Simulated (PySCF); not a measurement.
An unknown gives this computed stick spectrum. Level of theory: PySCF, TDDFT PBE0/def2-SVPD, vertical, gas phase, core orbitals frozen in the response. Geometries: GFN2-xTB, one conformer each.

| state | λ (nm) | f |
| --- | --- | --- |
| S1 | 218.7 | 0.0066 |
| S2 | 202.4 | 0.025 |
| S3 | 189.2 | 0.0008 |
| S4 | 188.5 | 0.0072 |
| S5 | 177.6 | 0.023 |
| S6 | 175.9 | 0.0080 |
| S7 | 173.2 | 0.0003 |
| S8 | 166.5 | 0.0041 |

Task: Which structure fits? All have the formula C3H8O2SSi.
A. `CO[Si@@H](S)CC=O`
B. `COC(=S)CO[SiH3]`
C. `SC1CO[SiH2]OC1`

Result: C. Its S1, at 5.67 eV, is the highest among the candidates; the nearest of the others has S1 at 4.38 eV. S1 is HOMO→LUMO (61%), HOMO→LUMO+2 (24%), HOMO→LUMO+3 (12%). Löwdin shares by element: HOMO sulfur 72%, carbon 12% or more, hydrogen 6% or more; LUMO sulfur 23%, silicon 19%, hydrogen 7% or more, carbon 6% or more (atoms not listed hold the other 45%). At the same level the other candidates give, for their lowest levels:
- `CO[Si@@H](S)CC=O`: 283 nm (f 0.000); 240 nm (f 0.000); 203 nm (f 0.000); 197 nm (f 0.000); 188 nm (f 0.055); T1 3.76 eV; HOMO -7.24, LUMO -1.10 eV
- `COC(=S)CO[SiH3]`: 352 nm (f 0.000); 227 nm (f 0.108); 211 nm (f 0.037); 201 nm (f 0.064); 193 nm (f 0.063); T1 3.14 eV; HOMO -6.72, LUMO -1.43 eV
Triplets come from the Tamm–Dancoff approximation.

Without π bonds the low states are Rydberg-like; a valence basis with one diffuse set may place them up to an eV too high.
